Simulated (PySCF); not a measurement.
Excited states of Cl⁷⁺ (chlorine, charge +7)

Ground state [Ne], ¹S. Calculation: PySCF 2.14, in aug-cc-pV(T+d)Z (6s5p4d2f, 55 functions); the non-relativistic Hamiltonian (point nucleus). Vertical excitation energies in eV without spin-orbit coupling; excited terms of each kind are numbered among those the solver found. Frozen: 1s2.

```csv
term,leading excitation,EOM-EE-CCSD
1 3P°,2p → s,209.45
1 1P°,2p → s,210.97
1 3S,2p → p,222.46
1 3D,2p → p,225.03
1 1D,2p → p,226.06
1 1P,2p → p,226.37
1 3P,2p → p,226.42
1 1S,2p → p,234.82
2 3P°,2p → d,246.14
1 3F°,2p → d,247.13
1 1F°,2p → d,247.90
1 1D°,2p → d,248.49
2 3S,2p → p,284.01
2 1D,2p → p,284.62
```

The solver can miss terms.
